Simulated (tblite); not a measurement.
Compound: C3H5BrF2Si2.
SMILES with atom numbers: `[CH:1]#[C:2][Si@@H:3]([Br:4])[SiH2:5][CH:6]([F:7])[F:8]` (hydrogens: H9 on C1; H10 on Si3; H11, H12 on Si5; H13 on C6)

Computed with GFN2-xTB (tblite), gas phase: L-BFGS steps from a force-field or distance-geometry start until the largest atomic force falls under 0.01 eV/Å.

Step 0: E = -705.2370 eV
```
atom  x, y, z in Å  |  force x, y, z in eV/Å
C1     -3.0826   -1.0356    0.2756   -0.465  -0.380   0.123
C2     -2.2303   -0.2004    0.1017   -0.781  -0.504   0.228
Si3    -0.9225    1.0526   -0.1105   -0.270   0.633   0.243
Br4    -0.3752    1.9136    1.8790   -0.352   0.177  -0.013
Si5     0.8951    0.0474   -0.9462   -0.022   0.206  -1.842
C6      2.0483   -0.4482    0.4389    0.312  -0.046   1.019
F7      1.3397   -1.2235    1.3485    0.662   0.615  -0.312
F8      2.5319    0.6894    1.0820   -0.302  -1.206  -0.341
H9     -3.8558   -1.7721    0.4315    0.690   0.604  -0.154
H10    -1.4013    2.0894   -1.0265   -0.097   0.122   0.243
H11     0.5381   -1.1046   -1.7991    0.249   0.092   0.277
H12     1.6224    1.0388   -1.7762    0.055  -0.309   0.168
H13     2.8879   -1.0464    0.0837    0.322  -0.004   0.360
```

Question: Estimate the geometry and energy of step 1. (The exact step hangs on the optimiser's Hessian estimate; all steps are aligned on step 0, rigid shifts and turns removed.)

Answer: E = -705.3390 eV, largest force 0.847 eV/Å
```
atom  x, y, z in Å  |  force x, y, z in eV/Å
C1     -3.0892   -1.0410    0.2774   -0.273  -0.203   0.084
C2     -2.2415   -0.2076    0.1049   -0.131   0.128   0.111
Si3    -0.9263    1.0616   -0.1071   -0.301   0.110   0.152
Br4    -0.3802    1.9162    1.8788   -0.325   0.191   0.035
Si5     0.8947    0.0504   -0.9725    0.041   0.137  -0.835
C6      2.0528   -0.4489    0.4535    0.007  -0.119  -0.218
F7      1.3491   -1.2147    1.3440    0.353   0.287   0.090
F8      2.5276    0.6721    1.0771   -0.060  -0.602   0.027
H9     -3.8460   -1.7634    0.4293    0.153   0.089  -0.046
H10    -1.4027    2.0911   -1.0231   -0.153   0.205   0.192
H11     0.5416   -1.1033   -1.7952    0.178  -0.110   0.089
H12     1.6232    1.0344   -1.7738    0.212  -0.097  -0.040
H13     2.8925   -1.0464    0.0888    0.299  -0.016   0.358
```

The energy changes by -0.1020 eV. The first-order estimate −F·Δx gives -0.1512 eV and the mean of the old and new forces, exact on a quadratic surface, -0.1016 eV. The step makes an angle of 0° with the force vector and moves no atom by more than 0.026 Å.

The cost below is that of the whole relaxation. On Arm Neoverse N1, one thread, shared host, this took 3.4 s.
